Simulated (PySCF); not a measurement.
A run for PySCF: R-B3LYP/3-21G on C2H6N2 (a complex), monomers drawn apart or pushed together.

```python
from pyscf import gto, scf, dft, mp
from pyscf.data.elements import chemcore

mol = gto.M(
    atom='''
    N    -0.47719724   -0.12635414   -0.24760665
    N     0.60678946   -0.23257498   -0.30761590
    C    -0.66561022    0.40878903    3.15907274
    C     0.64600832   -0.35427414    2.99885328
    H    -1.15873117    0.56096754    2.19707580
    H    -0.50053716    1.39207646    3.60400326
    H    -1.36245870   -0.13154003    3.80286419
    H     0.48236826   -1.33724074    2.55264734
    H     1.13545272   -0.50799678    3.96255849
    H     1.34548561    0.18539445    2.35748177
    ''',
    basis='3-21g',
    charge=0, spin=0, verbose=3, max_memory=1800)
mf = dft.RKS(mol, xc='b3lyp')
mf.conv_tol = 1e-8
mf.max_cycle = 100
mf.kernel()
if not mf.converged:
    mf = mf.newton().run(mf.mo_coeff, mf.mo_occ)
```

It printed:

```
converged SCF energy = -188.29366341478
```

The run converged.

Cost: very roughly 1.1 core-seconds.
